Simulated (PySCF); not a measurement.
SnCl: frontier orbitals

PBE at R = 2.402 Å; basis Sn cc-pVDZ-PP with ECP28, Cl cc-pV(D+d)Z; scalar-relativistic core potentials; PySCF 2.14. State: ²Π (doublet), unpaired electrons π ↑. Only the outer orbitals are listed, counted within each symmetry, core potentials removing the inner ones.

```json
{"spin": "α", "orbital": "7σ", "occ.": "1", "ε (eV)": "-19.45", "on Sn (%)": "6", "main shells (%)": "93 Cl s"}
{"spin": "α", "orbital": "8σ", "occ.": "1", "ε (eV)": "-11.58", "on Sn (%)": "77", "main shells (%)": "76 Sn s, 19 Cl p"}
{"spin": "α", "orbital": "9σ", "occ.": "1", "ε (eV)": "-7.73", "on Sn (%)": "40", "main shells (%)": "59 Cl p, 20 Sn p, 19 Sn s"}
{"spin": "α", "orbital": "4π", "occ.": "1", "ε (eV)": "-7.54", "on Sn (%)": "9", "main shells (%)": "91 Cl p"}
{"spin": "α", "orbital": "4π", "occ.": "1", "ε (eV)": "-7.46", "on Sn (%)": "10", "main shells (%)": "90 Cl p, 9 Sn p"}
{"spin": "α", "orbital": "5π", "occ.": "1", "ε (eV)": "-3.95", "on Sn (%)": "92", "main shells (%)": "92 Sn p, 8 Cl p"}
{"spin": "α", "orbital": "5π", "occ.": "0", "ε (eV)": "-3.86", "on Sn (%)": "92", "main shells (%)": "92 Sn p"}
{"spin": "α", "orbital": "10σ", "occ.": "0", "ε (eV)": "-1.50", "on Sn (%)": "87", "main shells (%)": "81 Sn p, 14 Cl p"}
{"spin": "α", "orbital": "11σ", "occ.": "0", "ε (eV)": "3.67", "on Sn (%)": "100", "main shells (%)": "93 Sn s"}
{"spin": "β", "orbital": "7σ", "occ.": "1", "ε (eV)": "-19.40", "on Sn (%)": "6", "main shells (%)": "94 Cl s"}
{"spin": "β", "orbital": "8σ", "occ.": "1", "ε (eV)": "-11.15", "on Sn (%)": "72", "main shells (%)": "71 Sn s, 24 Cl p"}
{"spin": "β", "orbital": "4π", "occ.": "1", "ε (eV)": "-7.52", "on Sn (%)": "8", "main shells (%)": "92 Cl p"}
{"spin": "β", "orbital": "9σ", "occ.": "1", "ε (eV)": "-7.52", "on Sn (%)": "44", "main shells (%)": "56 Cl p, 24 Sn s, 19 Sn p"}
{"spin": "β", "orbital": "4π", "occ.": "1", "ε (eV)": "-7.29", "on Sn (%)": "6", "main shells (%)": "94 Cl p"}
{"spin": "β", "orbital": "5π", "occ.": "0", "ε (eV)": "-3.54", "on Sn (%)": "93", "main shells (%)": "93 Sn p"}
{"spin": "β", "orbital": "5π", "occ.": "0", "ε (eV)": "-2.77", "on Sn (%)": "95", "main shells (%)": "95 Sn p"}
{"spin": "β", "orbital": "10σ", "occ.": "0", "ε (eV)": "-1.21", "on Sn (%)": "88", "main shells (%)": "82 Sn p, 13 Cl p"}
```

Question: Which are the highest filled and the lowest empty level, where do they sit, and how wide is the gap?

Answer: Highest filled α 5π at -3.95 eV (in %: 92 Sn p, 8 Cl p); lowest empty α 5π at -3.86 eV (in %: 92 Sn p); the gap at PBE is 0.09 eV. Both belong to one degenerate shell, split only by its one-sided filling, so this is no excitation gap.

* bond order (Mayer): 1.11
* ⟨S²⟩: 0.752
* charge on Sn (Mulliken, basis-dependent): 0.31
* charge on Sn (Löwdin, basis-dependent): 0.24
* dipole moment (positive dipole means Sn(−)Cl(+)): -2.62 D
* polarisability along the bond: 64.3 bohr³
* polarisability across the bond: 33.2 bohr³

Spin–orbit coupling is left out. The state is the lowest determinant that a PBE0 search found; another state may lie lower at other levels.
